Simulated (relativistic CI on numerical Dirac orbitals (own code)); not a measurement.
Rh2+: 4s photoemission

Computed with this model: Dirac-Coulomb-Breit CI, KLI orbitals optimised for each configuration, model QED (radiative potential, 1s self-energy scaled to tabulated hydrogen-like ionisation energies), valence Slater integrals scaled by 0.8, multiplet model of photoemission in the sudden approximation; configurations [Kr] 4d7 → [Ar] 3d10 4s 4p6 4d7; 80 K; Lorentzian 2 eV and Gaussian 0.6 eV FWHM. Energies are those of the free ion, without screening or charge transfer. The energies are binding energies and can lie tens of eV above those of solids. Without intra-shell correlation the exchange splitting of an s hole comes out too large, often by half or more. S is read from ⟨S²⟩ = S(S + 1).

Field parameters in Wybourne normalisation: Oh B⁴₀ = 21Dq, B⁴₄ = √(5/14) B⁴₀. The field is a parameter set, without covalency.

free ion: ground-state S = 1.48, centroid 118.79 eV. Peaks (eV, height): 116.6 (100), 122.6 (58).

Oh, 10Dq = 21300 cm⁻¹: ground-state S = 0.56, centroid 118.96 eV. Peaks (eV, height): 118.2 (100), 121.0 (44).

Strongest unbroadened transitions for free ion:

| Energy (eV) | Relative strength |
| --- | --- |
| 116.57 | 100.0 |
| 116.80 | 14.9 |
| 119.74 | 0.4 |
| 119.84 | 1.4 |
| 120.44 | 0.0 |
| 120.50 | 0.0 |
| 122.50 | 57.0 |
| 123.03 | 8.9 |
